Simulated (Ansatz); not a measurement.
`[BH2][Al]1[CH2][NH]1` + `N=CF` → `BN=CF` + `[CH2]1[NH][AlH]1` at 400 K and 1 bar (cleavage of the B–Al bond).

Gas-phase electronic energies from Ansatz, PBE0-D4/def2-TZVP geometries. CBS: MP2 limit from def2 TZ/QZ plus the TZ coupled-cluster correction, frozen cores. This one scheme is used for every species. Each species was taken in one conformer, which may not be the lowest.

```json
{"species": "`[BH2][Al]1[CH2][NH]1`", "CCSD(T)/CBS energy (Eh)": "-362.48517", "H − E (kJ/mol)": "188.6", "S (J/(mol·K))": "358.5"}
{"species": "`N=CF`", "CCSD(T)/CBS energy (Eh)": "-193.72220", "H − E (kJ/mol)": "103.2", "S (J/(mol·K))": "262.4"}
{"species": "`BN=CF`", "CCSD(T)/CBS energy (Eh)": "-219.13545", "H − E (kJ/mol)": "139.2", "S (J/(mol·K))": "306.7"}
{"species": "`[CH2]1[NH][AlH]1`", "CCSD(T)/CBS energy (Eh)": "-337.12157", "H − E (kJ/mol)": "146.5", "S (J/(mol·K))": "291.6"}
```

H − E and S are ideal-gas, rigid-rotor, harmonic terms from PBE0-D4/def2-TZVP, for one conformer and one mirror image of each species. 1 Eh = 2625.50 kJ/mol, R = 8.31446 J/(mol·K).

By hand: ΔE, ΔH, ΔS and ΔG.

ΔE = (-219.13545) + (-337.12157) − (-362.48517) − (-193.72220) = -0.04965 Eh = -130.4 kJ/mol. Δ(H − E) = 139.2 + 146.5 − 188.6 − 103.2 = -6.1, so ΔH = -136.5 kJ/mol. ΔS = 306.7 + 291.6 − 358.5 − 262.4 = -22.6 J/(mol·K). ΔG = -136.5 − 400 × (-22.6)/1000 = -127.5 kJ/mol.

By hand: the equilibrium constant, and the temperature at which ΔG would vanish if ΔH and ΔS stayed fixed.

log₁₀ K = −ΔG/(RT ln 10) = 16.6. ΔG = 0 at ΔH/ΔS = 6040 K, far beyond where these terms or the molecules hold.

ΔH outweighs TΔS. A doubt of 5 kJ/mol in ΔE shifts log₁₀ K by 0.7 here. Other conformers and mirror images would add mixing entropy, several J/(mol·K) or more a flexible species. Modes under 60 cm⁻¹, often nearly free rotors, make the harmonic entropy too high. These are equilibria of isolated gas molecules and say nothing of rates. Largest T1 diagnostic: 0.016 (customary marks: 0.02 for closed shells, 0.045 for open ones).
